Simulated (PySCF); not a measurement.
Several molecules and their computed UV-vis stick spectra, shuffled. Computed, not measured: TDDFT CAM-B3LYP/def2-SVPD, vertical, gas phase, core orbitals frozen in the response in PySCF. Geometries: PBE0-D3(BJ)/def2-SVP; one conformer of each isolated species. Triplets are in the Tamm–Dancoff approximation. Relativistic effects are left out although some hold elements past zinc.

A. `C[C@@H](CF)[C@@H](C)C(F)F`
B. `C#[C][GeH2][NH2]`
C. `C([AsH2])C`
D. `C=CC[O+](C)[GaH3-]`
E. `CO[C@@H]1CC[C@@H](C)[SiH2]1`

Lowest singlet levels (six at most, fewer where fewer were computed) with oscillator strengths:

1. 178 nm (f 0.006); 174 nm (f 0.002); 167 nm (f 0.011); 165 nm (f 0.009); 160 nm (f 0.012); 158 nm (f 0.044); T1 6.65 eV
2. 197 nm (f 0.060); 180 nm (f 0.068); 178 nm (f 0.162); 158 nm (f 0.009); 150 nm (f 0.104); 149 nm (f 0.003); T1 5.38 eV
3. 193 nm (f 0.001); 188 nm (f 0.006); 175 nm (f 0.015); 170 nm (f 0.173); 168 nm (f 0.358); 166 nm (f 0.146); T1 4.35 eV
4. 139 nm (f 0.004); 138 nm (f 0.005); 135 nm (f 0.083); 132 nm (f 0.021); 132 nm (f 0.003); 131 nm (f 0.012); T1 8.66 eV
5. 207 nm (f 0.000); 200 nm (f 0.035); 196 nm (f 0.001); 191 nm (f 0.037); 166 nm (f 0.003); 164 nm (f 0.000); T1 4.96 eV

Question: Match each spectrum to its molecule.

Answer: 1 = E, 2 = C, 3 = D, 4 = A, 5 = B.
- A: S1 at 8.90 eV, HOMO→LUMO (86%); Löwdin shares by element: HOMO carbon 51% or more (atoms not listed hold the other 49%); LUMO carbon 33% or more, hydrogen 8% or more (atoms not listed hold the other 59%); HOMO -10.46 and LUMO 1.18 eV.
- B: S1 at 6.00 eV, HOMO-1→LUMO (52%), HOMO-1→LUMO+1 (14%), HOMO-2→LUMO+2 (10%); Löwdin shares by element: HOMO nitrogen 59%, carbon 24%, hydrogen 6% or more; LUMO germanium 33%, carbon 28%, nitrogen 11% (atoms not listed hold the other 28%); HOMO -9.03 and LUMO 0.64 eV; point group Cs, 2 of its 6 listed states under f = 0.0005.
- C: S1 at 6.28 eV, HOMO→LUMO (92%); Löwdin shares by element: HOMO arsenic 64%, hydrogen 14% or more, carbon 11% or more; LUMO arsenic 35%, carbon 27%, hydrogen 8% or more (atoms not listed hold the other 30%); HOMO -8.43 and LUMO 1.03 eV; point group Cs.
- D: S1 at 6.42 eV, HOMO→LUMO (55%), HOMO→LUMO+2 (35%); Löwdin shares by element: HOMO hydrogen 52% or more, gallium 37%; LUMO carbon 61% or more, gallium 7% (atoms not listed hold the other 32%); HOMO -8.88 and LUMO 0.44 eV.
- E: S1 at 6.98 eV, HOMO→LUMO+1 (68%), HOMO→LUMO (9%); Löwdin shares by element: HOMO oxygen 38%, carbon 22% or more, silicon 9% (atoms not listed hold the other 31%); LUMO carbon 26% or more, silicon 17% (atoms not listed hold the other 57%); HOMO -8.65 and LUMO 1.23 eV.
C and D have S1 within 0.15 eV of each other; their strongest listed levels stand at 6.96 eV (f 0.162) and 7.40 eV (f 0.358).
